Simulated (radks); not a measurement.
Spherical jellium clusters: N electrons in a uniform positive sphere of charge N and radius rs N^(1/3), rs = 3.1 bohr. Method: non-relativistic Kohn-Sham, PBE, spin-polarised, spherical densities; computed with a radial shooting solver with Libxc functionals. Levels are named by radial order and angular momentum (1s, 1p, 1d, 2s, ...), and open shells are averaged over m.

N = 27, configuration 1s2 1p6 1d10 2s2 1f(up 7, down 0). This is the lowest configuration that the search found. Occupied and some empty levels:

level,occupation,eigenvalue (eV),<r> (bohr)
1s up,1,-7.2485,5.732
1s down,1,-7.0717,5.243
1p up,3,-6.1780,6.802
1p down,3,-5.7924,6.453
1d up,5,-4.8324,7.533
1d down,5,-4.2982,7.323
2s up,1,-4.1922,6.107
2s down,1,-3.8660,6.330
1f up,7,-3.2568,8.174
1f down,0,-2.6331,8.092
2p up,0,-2.3651,7.563
2p down,0,-2.0711,7.675
1g up,0,-1.5155,8.881
1g down,0,-0.86246,8.981
2d up,0,-0.80805,10.15

Energy (eV): total -45.4302, kinetic 76.479, external -2513.0, Hartree 1235.5, exchange-correlation -124.23, background 1279.8.
